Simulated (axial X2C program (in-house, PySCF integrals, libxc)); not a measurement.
# WBr: from Re and ωe to a spectrum

A bond curve at the PBE0 level, with spin–orbit coupling, was computed with an in-house all-electron X2C program for linear molecules (integrals from PySCF) (basis W dyall-cv3z [13s14p9d7f4g], Br dyall-cv3z [8s9p6d4f1g] (cores contracted in-house)) for the state Ω = 5/2 (⟨Sz⟩ = 2.47, ⟨Lz⟩ = 0.03 at PBE0). Its fit gives Re = 2.4096 Å, ωe = 258.8 cm⁻¹, ωexe = 0.554 cm⁻¹ and αe = 1.519e-04 cm⁻¹; the masses are 183.9509 and 78.9183 u. Two-component means X2C with spin–orbit coupling and atomic mean-field Coulomb and Gaunt terms.

Q: Find the reduced mass, Be and the force constant.

A: From the PBE0 values: μ = 55.2255 u. Be = 16.8576/(μ Re²) = 0.05257 cm⁻¹. k = 5.8918×10⁻⁷ μ ωe² = 2.18 mdyn/Å.

Q: The dipole moment p changes by 4.44 D/Å at Re. What harmonic infrared intensity follows?

A: I = 42.256 × (dp/dR)²/μ = 15 km/mol.

Q: A Morse curve ties αe to the other constants (Pekeris). How well does that hold?

A: αe(Morse) = 6Be²/ωe × (√(ωexe/Be) − 1) = 1.439e-04 cm⁻¹; the PBE0 curve gives 1.519e-04 cm⁻¹, a ratio of 0.95.

Q: Estimate the centrifugal constant by the Kratzer relation.

A: D = 4Be³/ωe² = 8.68e-09 cm⁻¹.

Q: Where do the fundamental and the first overtone lie?

A: ν(1←0) = ωe − 2ωexe = 257.7 cm⁻¹; ν(2←0) = 2ωe − 6ωexe = 514.3 cm⁻¹.

One determinant describes the state; a PBE0 search over occupations chose it and may have missed a lower one. Density functionals use the spin component along the axis (collinear). With several unpaired electrons one determinant need not be a pure state. This is the top spin component of a Σ state; components of lower Ω are not single determinants and can lie lower.
